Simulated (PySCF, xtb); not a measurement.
CH5BFNO, SMILES C(B(O)N)F.

GFN2-xTB (xtb 6.7.1) at its own geometry gives an orbital gap of 7.09 eV and a dipole moment of 3.39 D.

The structure is a stationary point at PBE0-D3(BJ)/def2-SVP. The structure was generated by enumeration, and PubChem lists no compound with its InChIKey, so it may never have been made. One conformer was computed; it need not be the lowest.

### Question
What does r2SCAN/def2-TZVP (PySCF) give? (An estimate is asked for; the answer gives what the named calculation found.)

### Answer
gap 7.42 eV (levels -6.83 and 0.59 eV), dipole 2.63 D.
